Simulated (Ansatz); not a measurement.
Mulliken charges of CH$_{6}$GeS$_{2}$, SMILES `CS[S][GeH3]` from B3LYP/def2-TZVPP in Ansatz (PBE0-D4/def2-TZVP geometry).

| atom | x (Å) | y (Å) | z (Å) | charge (e) |
| --- | --- | --- | --- | --- |
| C1 | -0.353 | 1.531 | -1.176 | -0.258 |
| S2 | 0.482 | 1.520 | 0.419 | -0.064 |
| S3 | 1.650 | -0.162 | 0.288 | -0.220 |
| Ge4 | 0.205 | -1.654 | 1.107 | 0.189 |
| H5 | 0.369 | 1.590 | -1.990 | 0.123 |
| H6 | -0.980 | 2.426 | -1.182 | 0.113 |
| H7 | -0.985 | 0.651 | -1.294 | 0.116 |
| H8 | 0.883 | -3.031 | 1.004 | -0.001 |
| H9 | -0.110 | -1.302 | 2.567 | 0.008 |
| H10 | -1.077 | -1.619 | 0.261 | -0.005 |

Q: By hand: the dipole of these point charges (1 e Å = 4.8032 D).

A: Σ q r = (-0.440, -0.223, -0.088) e Å, of length 0.501 e Å = 2.41 D.

Q: How does the dipole of the full density compare? (Estimate.)

A: Computed: (-0.300, -0.098, -0.178) e Å, 1.74 D; the point charges give 1.39 times that, at 21° from its direction.

Point charges leave out the atoms' own dipoles, such as those of lone pairs, and Mulliken's split depends on the basis, so the two needn't agree.

B3LYP here is the variant with VWN-RPA as its local correlation; programs differ in this.
